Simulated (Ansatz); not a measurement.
Consider the cleavage of the B–B bond: `BBN` + `[SiH3][GaH][SH]` → `B[S][GaH][SiH3]` + `BN`.

Computed with Ansatz on PBE0-D4/def2-TZVP structures; ΔE is electronic, products minus reactants. CBS: MP2 limit from def2 TZ/QZ plus the TZ coupled-cluster correction, frozen cores. This one scheme is used for every species. Functionals use def2-TZVPP. B3LYP here is the variant with VWN-RPA as its local correlation; programs differ in this. For Ga outer-core shells are correlated without core-valence functions, which leaves a few kJ/mol of doubt a bond. Scalar relativity is left out up to krypton. One conformer a species, not always the lowest.

Is it downhill or uphill in electronic energy at CCSD(T)/CBS, and by how much? (An estimate is asked.)

Computed: Downhill: ΔE = -109.2 kJ/mol.

What do these levels give: revPBE-D4, PBE0-D4, CAM-B3LYP-D4, ωB97X-V, ωB97M-V, PBE0, B3LYP, BHLYP, CAM-B3LYP, RPA@PBE/def2-TZVPP, MP2/def2-TZVPP, SCS-MP2/def2-QZVPP? (An estimate is asked.)

Ansatz gave: revPBE-D4 -105.8, PBE0-D4 -105.5, CAM-B3LYP-D4 -104.1, ωB97X-V -103.6, ωB97M-V -108.1, PBE0 -102.5, B3LYP -100.4, BHLYP -101.9, CAM-B3LYP -100.7, RPA@PBE/def2-TZVPP -110.7, MP2/def2-TZVPP -119.4, SCS-MP2/def2-QZVPP -113.3 kJ/mol.

Largest T1 diagnostic among the species: 0.014.

The D4 term adds −5.8 kJ/mol with B3LYP and −3.1 kJ/mol with PBE0; it sums over pairs of atoms, weighted by their polarisabilities, and B3LYP, whose exchange is more repulsive, gets the larger term. Leaving LDA and LC-ωPBE aside and taking each functional with its dispersion term where it has one, the values, not all of them listed here, spread over 10.2 kJ/mol, from PBE-QIDH to B97M-V. LDA lies −4.1 kJ/mol from PBE without D4. In def2-TZVPP, CCSD(T) changes the Hartree–Fock value by −11.4 kJ/mol (the triples alone add −4.1 kJ/mol) and MP2 by −20.0 kJ/mol.
